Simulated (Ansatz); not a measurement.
Consider the ligand exchange at the Si–N bond: `CO[SiH2]N[SiH2]Cl` + `C[SiH](S)Cl` → `C[SiH](Cl)S[SiH2]Cl` + `CO[SiH2]N`.

Gas-phase electronic energies from Ansatz, PBE0-D4/def2-TZVP geometries. CCSD(T)/CBS adds triple-zeta CCSD(T) − MP2 to the extrapolated MP2 energy (def2 sets, frozen cores). This one scheme is used for every species. Functionals use def2-TZVPP. Each species was taken in one conformer, which may not be the lowest.

```tsv
level	ΔE (kcal/mol)
r2SCAN-D4	0.4
ωB97M-V	1.1
r2SCAN	0.4
HF/def2-TZVPP	4.2
MP2/def2-TZVPP	0.8
CCSD(T)/def2-TZVPP	2.1
MP2/def2-QZVPP	0.2
HF/CBS(def2)	4.4
```

What does CCSD(T)/CBS give? (Best estimate.)

Ansatz gave: +1.0 kcal/mol. The listed levels differ from it by -0.6, 0.1, -0.6, 3.2, -0.2, 1.1, -0.8, 3.4 kcal/mol.

Largest T1 diagnostic among the species: 0.011.

In def2-TZVPP, CCSD(T) changes the Hartree–Fock value by −2.1 kcal/mol (the triples alone add −0.6 kcal/mol) and MP2 by −3.4 kcal/mol. The D4 term adds −0.9 kcal/mol with B3LYP and −0.4 kcal/mol with PBE0; it sums over pairs of atoms, weighted by their polarisabilities, and B3LYP, whose exchange is more repulsive, gets the larger term.

B3LYP here is the variant with VWN-RPA as its local correlation; programs differ in this.
